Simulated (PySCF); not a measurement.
C7H17BN2.
Atom-mapped SMILES: `[CH3:1]/[N:2]=[CH:3]/[C@H:4]1[CH2:5][BH2-:6][N+:7]([CH3:8])([CH3:9])[CH2:10]1` (hydrogens: H11, H12, H13 on C1; H14 on C3; H15 on C4; H16, H17 on C5; H18, H19 on B6; H20, H21, H22 on C8; H23, H24, H25 on C9; H26, H27 on C10)

Cartesian coordinates in Å at the PBE0-D3(BJ)/def2-SVP level; atoms count from 1:
```xyz
27
C7H17BN2 angstrom
C      4.1395   -1.3155    0.1845
N      2.9252   -0.7914    0.7396
C      1.9952   -0.4524   -0.0466
C      0.7082    0.1455    0.4244
C      0.3903    1.5174   -0.2329
B     -1.1246    1.4030   -0.8238
N     -1.6809    0.0998    0.0295
C     -2.8005   -0.5687   -0.6399
C     -2.0873    0.5148    1.3812
C     -0.4760   -0.7612    0.0821
H      4.3489   -2.3063    0.6198
H      4.9847   -0.6686    0.4724
H      4.1311   -1.4086   -0.9209
H      2.0939   -0.5643   -1.1513
H      0.8015    0.2346    1.5174
H      1.1065    1.7283   -1.0437
H      0.5345    2.3184    0.5092
H     -1.1580    1.0293   -1.9945
H     -1.8959    2.3317   -0.6125
H     -3.1324   -1.4484   -0.0648
H     -3.6321    0.1412   -0.7369
H     -2.4850   -0.8736   -1.6447
H     -2.9644    1.1679    1.3015
H     -2.3289   -0.3646    2.0000
H     -1.2771    1.0826    1.8521
H     -0.3506   -1.1836   -0.9265
H     -0.6197   -1.5937    0.7915
```

Theory: PBE0-D3(BJ)/def2-SVP geometry optimisation, gas phase (PySCF).

Take the most abundant isotopes and a rigid rotor. The values belong to one conformer with, in the numbering `[CH3:1]/[N:2]=[CH:3]/[C@H:4]1[CH2:5][BH2-:6][N+:7]([CH3:8])([CH3:9])[CH2:10]1`, N2–C3–C4–C5 124°, C3–C4–C5–B6 128°, C4–C5–B6–N7 18°, C5–B6–N7–C8 -157°, B6–N7–C10–C4 44°.

(1) What are A, B and C (MHz)?

(2) Classify the top.

(3) Is it planar, by Δ = Ic − Ia − Ib?

(4) Give the other two planar moments, Paa and Pbb, and the rms extents of the mass along the axes.

(5) Where do the levels up to J = 3 lie, in MHz?

(6) Predict some low-J microwave lines.

Answers

(1) Ia = 168.51, Ib = 793.12, Ic = 829.03 u·Å²; 505379 MHz·u·Å²/I gives A = 2999, B = 637.2, C = 609.6 MHz.

(2) A near-prolate asymmetric top: κ = (2 × 637.2 − 2999 − 609.6)/(2999 − 609.6) = -0.98.

(3) Not planar: Δ = Ic − Ia − Ib = -132.60 u·Å². For a rigid frame Δ = −2 Σ m c², so Σ m c² = 66.30 u·Å² lies off the ab plane: 25.65 from hydrogen and 40.65 from heavier atoms. The atom farthest from that plane is 1.94 Å away.

(4) Paa = Σ m a² = (Ib + Ic − Ia)/2 = 726.82 and Pbb = Σ m b² = (Ia + Ic − Ib)/2 = 102.21 u·Å². With the mass M = 140.15 u, the rms extents √(P/M) along a, b and c are 2.28, 0.85, 0.69 Å.

(5) Above 0(0,0):
J = 1: 1(0,1) 1247, 1(1,1) 3609, 1(1,0) 3636
J = 2: 2(0,2) 3740, 2(1,2) 6075, 2(1,1) 6158, 2(2,1) 13243, 2(2,0) 13244
J = 3: 3(0,3) 7480, 3(1,3) 9774, 3(1,2) 9939, 3(2,2) 16984, 3(2,1) 16985, 3(3,1) 28862, 3(3,0) 28862

(6) The dipole components are |μa| = 1.02 D, |μb| = 3.73 D, |μc| = 0.48 D. The squared components, which scale the intensities, stand as 0.07 : 1.00 : 0.02 (a : b : c). Some lines, for components of 0.1 D or more:

| type | branch | J(Ka,Kc) | MHz | lower level (cm⁻¹) |
| --- | --- | --- | --- | --- |
| c | Q | 1(1,1) ← 1(0,1) | 2362 | 0.042 |
| b | Q | 1(1,0) ← 1(0,1) | 2390 | 0.042 |
| a | R | 2(0,2) ← 1(0,1) | 2493 | 0.042 |
| b | R | 1(1,1) ← 0(0,0) | 3609 | 0.000 |
| c | R | 1(1,0) ← 0(0,0) | 3636 | 0.000 |
| b | R | 2(1,2) ← 1(0,1) | 4828 | 0.042 |
| c | Q | 2(2,1) ← 2(1,1) | 7086 | 0.205 |
| b | Q | 2(2,0) ← 2(1,1) | 7086 | 0.205 |
| b | Q | 2(2,1) ← 2(1,2) | 7169 | 0.203 |
| c | R | 2(2,0) ← 1(1,0) | 9607 | 0.121 |
| c | R | 2(2,1) ← 1(1,1) | 9635 | 0.120 |

Not checked by PBE0-D3(BJ)/def2-SVP frequencies. These are rigid-rotor constants of the computed structure; measured ground-state constants (B0) also hold zero-point vibration. A rigid rotor knows nothing of internal rotation, which can split or shift real lines. Quadrupole hyperfine structure (11B, 14N) is left out.

Hardware: Arm Neoverse V2, one thread (shared host). Cost: 3.4 min, 0.99 GiB resident at most. That covers the optimisation of the geometry.
